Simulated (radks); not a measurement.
Values are calculated unless marked as measured or tabulated.
Task: Mean orbital radii <r> (bohr) of the cerium ion Ce15+, [Kr] 4d7, of relativity; Dirac values are averaged over j with weights 2j + 1. Spin-unpolarised spherical Kohn-Sham, PBE, point nucleus unless stated (finite: rms radius 4.8771 fm), a radial shooting solver on a logarithmic mesh with Libxc functionals. A level marked "c x" has the speed of light scaled by that factor and shares open shells by 2j + 1; other Dirac levels either fill j = l - 1/2 first or share by 2j + 1.

shell       non-rel.
1s           0.02618
2s            0.1121
2p           0.09526
3s            0.2927
3p            0.2825
3d            0.2531
4s            0.6450
4p            0.6578
4d            0.6832
5s (empty)     1.240
5p (empty)     1.288

Give the values at the level "Dirac, c x 1.25".

Result: 
shell       Dirac, c x 1.25  change of magnitude (%)
1s                  0.02517                    -3.87
2s                   0.1074                    -4.15
2p                  0.09323                    -2.13
3s                   0.2832                    -3.24
3p                   0.2780                    -1.60
3d                   0.2527                    -0.16
4s                   0.6282                    -2.62
4p                   0.6502                    -1.16
4d                   0.6839                    +0.10
5s (empty)            1.215                    -2.00
5p (empty)            1.277                    -0.84
